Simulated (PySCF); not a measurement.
These are B3LYP-D3(BJ)/def2-TZVP in PySCF 2.14.0 values and carry that method's errors. Isolated molecules, 0 K electronic values unless said otherwise. One relaxed conformer stands for a flexible species; it need not be the lowest. B3LYP has the VWN-RPA correlation part, as in Gaussian. Excitations are Tamm–Dancoff values on a coarser integration grid. The basis has no diffuse functions, so Rydberg states are missing or too high.

Reference species (SMILES): `[C-]#[N+]CC` (neutral, multiplicity 1).

```json
{
 "HOMO–LUMO gap": "8.65 eV",
 "S1 excitation (TDA)": "7.95 eV"
}
```

Changed species: `BCC` (X = boryl; the reference has X = isocyano).

Question: What does the change do to the HOMO–LUMO gap and S1 excitation (TDA)?

Answer: the HOMO–LUMO gap falls by 1.54 eV, to 7.11 eV; the S1 excitation (TDA) decreases by 2.25 eV, to 5.70 eV.
